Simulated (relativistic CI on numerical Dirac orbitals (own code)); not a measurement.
# Hyperfine structure of Ir72+, mass number 191

Calculated at this level of theory: Dirac-Coulomb-Breit CI, separate exchange-only KLI orbitals for each configuration, QED by a radiative potential, unscaled Slater integrals (own radial code, finite nucleus).

Configuration list (outside the closed core 1s2): 2s²2p, 2s2p², 2p³, 2p²3s, 2p²3p, 2s²3s, 2p²3d, 2s²3p, 2s²3d, 2s2p3s, 2s2p3p, 2s2p3d, 2s²4s, 2s²4p, 2s²4d, 2s²4f. Levels of other configurations are missing.

Nuclear spin I = 3/2, μ = 0.1502 μN, Q = 0.816 b (tables of Stone and Pyykkö). The electronic factors are computed for point nuclear moments, without core polarisation or the Bohr-Weisskopf and QED corrections.

```
       Level   E (eV)  A (GHz)  B (GHz)
2s²2p ²P°1/2     0.00      943         
2s²2p ²P°3/2  1757.09    99.09     1600
 2s2p² ⁴P3/2  1962.91    684.8     1260
 2s2p² ²D5/2  2004.83    825.8     1410
 2s2p² ²P1/2  2082.85    -1102         
 2s2p² ²D3/2  2084.88   -4.019      789
 2s2p² ⁴P5/2  3738.07    660.2      180
 2s2p² ²S1/2  3854.63     2901
```

Levels with J = 0, under 50 % of one LS term, or S terms without an open s electron are left out. Small factors come from cancelling terms and can be off by tens of per cent or more.

At this charge energies of transitions that change n are usually good to better than 1 %, and those within a shell (Δn = 0) to a few per cent.

Question: Give the hyperfine levels of 2s²2p ²P°1/2 relative to its centre of gravity.

Answer: With K = F(F + 1) − I(I + 1) − J(J + 1), E = AK/2: F = 1: -1179, F = 2: 707.2 GHz.

LS names give the leading component of a level, which can be under half, so a name can repeat, a term be missing and a line seem to break the LS rules.
